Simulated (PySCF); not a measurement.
BFH, SMILES [BH]F, multiplicity 2.

The structure is a stationary point at PBE0-D3(BJ)/def2-TZVPD. The isomer is the one that the SMILES or the coordinates give; other isomers of the formula were not compared.

Method: TDA-LC-ωPBE/def2-TZVPD (PySCF).

Vertical excitations. Isolated molecule, no solvent.

Question: Estimate the UV-visible absorptions. (The exact figures need the calculation; the answer reports its results.)

Answer: 
| state | energy (eV) | λ (nm) | f | main pairs |
|---|---|---|---|---|
| root 1 | 2.33 | 532 | 0.012 | α HOMO→LUMO 94 % |
| root 2 | 5.96 | 208 | 0.051 | α HOMO→LUMO+1 81 % |
| root 3 | 6.52 | 190 | 0.028 | α HOMO→LUMO+2 70 % |
| root 4 | 7.62 | 163 | 0.000 | α HOMO−1→LUMO 39 %, β HOMO→LUMO+1 46 % |
| root 5 | 7.83 | 158 | 0.047 | α HOMO→LUMO+3 75 %, β HOMO→LUMO 11 % |
| root 6 | 8.00 | 155 | 0.010 | α HOMO→LUMO+6 32 %, α HOMO→LUMO+3 11 %, α HOMO→LUMO+4 8 %, α HOMO→LUMO+8 6 %, β HOMO→LUMO 29 %, β HOMO→LUMO+2 6 % |
| root 7 | 8.26 | 150 | 0.034 | α HOMO→LUMO+5 65 %, α HOMO→LUMO+9 15 % |
| root 8 | 8.46 | 146 | 0.161 | α HOMO→LUMO+6 34 %, α HOMO→LUMO+4 12 %, β HOMO→LUMO 32 %, β HOMO→LUMO+2 7 % |
| root 9 | 8.63 | 144 | 0.030 | α HOMO→LUMO+7 82 % |
| root 10 | 8.73 | 142 | 0.018 | α HOMO→LUMO+4 56 %, α HOMO→LUMO+6 20 %, α HOMO→LUMO+2 18 % |
Unrestricted roots are not spin-pure.
